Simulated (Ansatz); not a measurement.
Stepwise reaction of `CBBC` with hydrogen fluoride, as a gas-phase model of exchange steps in deposition or etching. ΔE in kJ/mol; ΔG adds harmonic PBE0-D4 terms to CCSD(T)/CBS, at 1 bar.

Calculated with Ansatz (gas phase, PBE0-D4/def2-TZVP geometries, no zero-point term in ΔE). CCSD(T)/CBS adds triple-zeta CCSD(T) − MP2 to the extrapolated MP2 energy (def2 sets, frozen cores). This one scheme is used for every species. Functionals use def2-TZVPP. B3LYP here is the variant with VWN-RPA as its local correlation; programs differ in this. One conformer a species, not always the lowest.

```
step                     reaction  PBE-D4  B3LYP-D4  ωB97M-V  CCSD(T)/CBS  ΔG(600 K)
   1  `CBBC` + H–F → `CBBF` + CH₄  -125.4    -136.2   -133.3       -127.5     -119.7
```

(1) Give the row of step 2, `CBBF` + H–F → `FBBF` + CH₄. (Best estimate.)

(2) By hand: ΔE of the 2 steps together at CCSD(T)/CBS.

Answers

(1) Computed: 
| step | reaction | PBE-D4 | B3LYP-D4 | ωB97M-V | CCSD(T)/CBS | ΔG(600 K) |
| --- | --- | --- | --- | --- | --- | --- |
| 2 | `CBBF` + H–F → `FBBF` + CH₄ | -126.5 | -136.8 | -133.2 | -127.9 | -116.8 |

(2) (-127.5) + (-127.9) = -255.4 kJ/mol, or -127.7 kJ/mol a step.

In ΔE the steps differ by no more than 0.4 kJ/mol. All are downhill at CCSD(T)/CBS. ΔG lies between -119.7 and -116.8 kJ/mol a step. PBE-D4 differs from CCSD(T)/CBS by 1.4 to 2.1 kJ/mol a step. Isolated molecules leave out the surface, adducts and barriers. Largest T1 diagnostic: 0.014.
